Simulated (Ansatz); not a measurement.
A structure relaxed at PBE0-D4/def2-TZVP, charge 0, multiplicity 1:

```xyz
5

F    -0.7627   -2.5894   -0.9384
Al   -0.3194   -1.0851   -0.4440
Al    0.3520    1.1895   -0.1293
Se   -0.0695   -0.2177    1.7156
H     0.7996    2.7026   -0.2039
```

Give its formula and SMILES.

Al2FHSe, `[F][Al]1[AlH][Se]1`.

Point group (tolerance 0.08 Å, 0.16 Å for H)?

Cs.

Summarise the bond lengths by kind.

1 × Al–F 1.644 Å; 1 × Al–Al 2.392 Å; 2 × Al–Se 2.341 to 2.358 Å; 1 × Al–H 1.580 Å.

Computed with Ansatz.
